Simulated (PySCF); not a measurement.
## SeF: frontier orbitals

TPSSh at R = 1.766 Å; PySCF, no relativity, basis sets Se def2-SVPD, F def2-SVPD. State: ²Π (doublet), unpaired electrons π ↑. Only the outer orbitals are listed, counted within each symmetry.

```csv
spin,orbital,occ.,ε (eV),on Se (%),main shells (%)
α,8σ,1,-31.61,4,94 F s
α,9σ,1,-18.84,82,"82 Se s, 13 F p"
α,10σ,1,-12.69,36,"63 F p, 22 Se p, 14 Se s"
α,4π,1,-12.15,14,"86 F p, 13 Se p"
α,4π,1,-11.74,10,"90 F p, 9 Se p"
α,5π,1,-7.90,88,"88 Se p, 12 F p"
α,5π,1,-6.80,92,"91 Se p, 8 F p"
α,11σ,0,-3.04,89,"79 Se p, 15 F p"
β,8σ,1,-31.43,3,95 F s
β,9σ,1,-17.96,77,"77 Se s, 17 F p"
β,10σ,1,-12.41,40,"60 F p, 20 Se p, 19 Se s"
β,4π,1,-11.66,9,91 F p
β,4π,1,-11.51,8,92 F p
β,5π,1,-6.46,92,92 Se p
β,5π,0,-5.25,93,92 Se p
β,11σ,0,-2.67,89,"78 Se p, 14 F p"
```

**Question.** Which are the highest filled and the lowest empty level, where do they sit, and how wide is the gap?

**Answer.** Highest filled β 5π at -6.46 eV (in %: 92 Se p); lowest empty β 5π at -5.25 eV (in %: 92 Se p); the gap at TPSSh is 1.21 eV. Both belong to one degenerate shell, split only by its one-sided filling, so this is no excitation gap.

```
bond order (Mayer)                              : 0.72
⟨S²⟩                                            : 0.753
charge on Se (Mulliken, basis-dependent)        : 0.47
charge on Se (Löwdin, basis-dependent)          : 0.70
dipole moment (positive dipole means Se(−)F(+)) : -1.46 D
```

Spin–orbit coupling is left out. The state is the lowest determinant that a PBE0 search found; another state may lie lower at other levels.
